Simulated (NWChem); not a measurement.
Molecule: AlCl, singlet; SMILES [Al][Cl]

```xyz
2

Al     0.0000     0.0000    -1.2092
Cl     0.0000     0.0000     0.9377
```
Atoms are numbered in this order, from 1.

Low-valent species are run as closed-shell singlets; no triplet was tried in these runs. The geometry was optimised at PBE0/def2-SVP. B3LYP is NWChem's, with the RPA form of VWN correlation.

Q: Give the principal values of the shielding tensors (ppm) of Al1, Cl2 from B3LYP/6-31G* (spherical d), GIAO (NWChem), with their diamagnetic and paramagnetic parts as GIAO splits them.

A: 
```csv
atom,σ11,σ22,σ33,isotropic,diamagnetic,paramagnetic
Al1,331.6,331.6,794.0,485.8,791.1,-305.3
Cl2,250.4,250.4,1151.6,550.8,1148.6,-597.8
```
